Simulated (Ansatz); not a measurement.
CH₆BFOSi (`CB(F)O[SiH3]`), relaxed with RKS PBE-D4/def2-SVP in Ansatz from a rough embedded geometry. The force threshold is 0.03 eV/Å; the program also tests the step.

The species carries charge 0 and has multiplicity 1.

Start:

```xyz
11

C     0.083    1.507   -0.831
B     0.232   -0.027   -0.920
F    -0.337   -0.730   -2.026
O     1.070   -0.801    0.063
Si   -0.012   -1.281    1.303
H    -1.072    1.765   -0.752
H     0.441    1.995   -1.749
H     0.544    1.900    0.063
H    -1.010   -2.209    0.663
H    -0.695   -0.139    1.889
H     0.755   -1.983    2.295
```

Question: How much energy does the relaxation release, and in how many steps? (Estimate.)

Answer: The calculation gave: 0.96 eV, in 26 steps, 3 of them rejected.

Question: Which bonds change most? (An estimate is asked.)

Answer: Computed: B2–O4 from 1.505 to 1.363 Å; B2–F3 from 1.429 to 1.355 Å; C1–H6 from 1.186 to 1.112 Å; Si5–H11 from 1.437 to 1.502 Å.

Question: Give the relaxed structure. (Best estimate.)

Answer: Computed: 
```xyz
11

C     0.172    1.723   -1.174
B     0.121    0.254   -0.623
F     0.279   -0.788   -1.474
O    -0.101   -0.031    0.691
Si   -0.216   -1.542    1.464
H    -0.760    1.934   -1.744
H     1.007    1.856   -1.892
H     0.255    2.477   -0.369
H    -1.285   -2.382    0.826
H    -0.577   -1.248    2.889
H     1.106   -2.253    1.406
```
